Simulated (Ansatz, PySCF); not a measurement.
Species: sum formula SiNH$_{2}$F$_{2}$ (charge 0, doublet). It need not be the lowest isomer of its formula. SMILES: N[Si](F)F
Geometry from a B3LYP-D3(BJ)/def2-TZVP (Ansatz, an electronic-structure program) optimisation:
```
N
H 1 1.0097
H 1 1.0097 2 111.44
Si 1 1.7105 2 119.54 3 -146.23
F 4 1.6015 1 107.05 2 -166.60
F 4 1.6015 5 108.96 1 -115.44
```
Charge 0, spin multiplicity 2.

Wanted: atomisation energy (electronic, to ground-state atoms), in kJ/mol. Correlated levels leave the core frozen unless marked. Open shells are spin-unrestricted. No spin-orbit coupling. Non-relativistic. The coupled-cluster limit lacks core correlation, which all-electron functionals hold. CBS marks a two-point X^-3 extrapolation of the correlation energy; Hartree-Fock from the larger set.

```tsv
level	program	atomisation energy (kJ/mol)
HF/6-31G*	Ansatz	1513.8
HF-D3(BJ)/def2-TZVPD	PySCF + dftd3	1682.5
r2SCANh/def2-TZVPD	Ansatz	2251.2
LC-wPBE/def2-TZVPD	Ansatz	2272.6
B2PLYP-D4/def2-TZVPD	Ansatz + dftd4	2257.2
```

### Question
What does CCSD(T)/CBS(cc-pV(T+d)Z,cc-pV(Q+d)Z) (Ansatz) give?

### Answer
2285.8 kJ/mol
